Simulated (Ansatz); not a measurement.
Total energies of `CO[CH2][GaH2]`.

```csv
atom,x (Å),y (Å),z (Å)
C1,0.050,-1.815,-0.089
O2,-0.481,-0.516,-0.082
C3,0.509,0.488,0.084
Ga4,-0.645,2.111,0.036
H5,-0.779,-2.513,-0.219
H6,0.764,-1.946,-0.914
H7,0.564,-2.038,0.856
H8,1.247,0.443,-0.729
H9,1.046,0.351,1.033
H10,-1.334,2.611,1.357
H11,-0.941,2.823,-1.333
```

The species carries charge 0 and has multiplicity 1. Correlated methods include outer-core shells of Ga, which these sets cover unevenly. Scalar relativity is left out up to krypton. The structure was optimised at the PBE0-D4/def2-TZVP level. It is one conformer, not always the lowest. Basis def2-TZVPP, the Gaussian-basis code of Ansatz.

RPA on PBE orbitals: Hartree–Fock energy of these orbitals -2077.87169 Eh, correlation -1.33959 Eh (frozen core).

| functional | energy without D4 (Eh) | D4 term (kJ/mol) |
| --- | --- | --- |
| BLYP | -2080.52005 | -40.3 |
| PBE-QIDH | -2079.71920 | – |

**Question.** Give the same for LDA (SPW92), PBE, revPBE, r2SCAN, B97M-V, PBE0, B3LYP, r2SCANh, r2SCAN0, HSE06 (plane-wave form), BHLYP, CAM-B3LYP, LC-ωPBE, ωB97X-V, ωB97M-V, B2PLYP. (An estimate is asked.)

**Answer.** Ansatz gave: 
| functional | energy without D4 (Eh) | D4 term (kJ/mol) |
| --- | --- | --- |
| LDA (SPW92) | -2076.17173 | – |
| PBE | -2080.02249 | -18.2 |
| revPBE | -2080.32199 | -58.6 |
| r2SCAN | -2080.41148 | -4.5 |
| B97M-V | -2080.12354 | – |
| PBE0 | -2080.07729 | -15.3 |
| B3LYP | -2080.57334 | -29.2 |
| r2SCANh | -2080.39308 | -4.8 |
| r2SCAN0 | -2080.36701 | -5.3 |
| HSE06 (plane-wave form) | -2080.06803 | -14.3 |
| BHLYP | -2080.39661 | -21.9 |
| CAM-B3LYP | -2080.56192 | -15.5 |
| LC-ωPBE | -2080.17429 | – |
| ωB97X-V | -2080.28899 | – |
| ωB97M-V | -2080.33108 | – |
| B2PLYP | -2080.01925 | – |

B3LYP takes the VWN-RPA correlation (the form of Gaussian; ORCA's B3LYP/G). HSE06 is the plane-wave form, built on full-range PBE exchange. The double hybrids freeze the cores in their second-order part.

LC-ωPBE has ω = 0.4 bohr⁻¹.
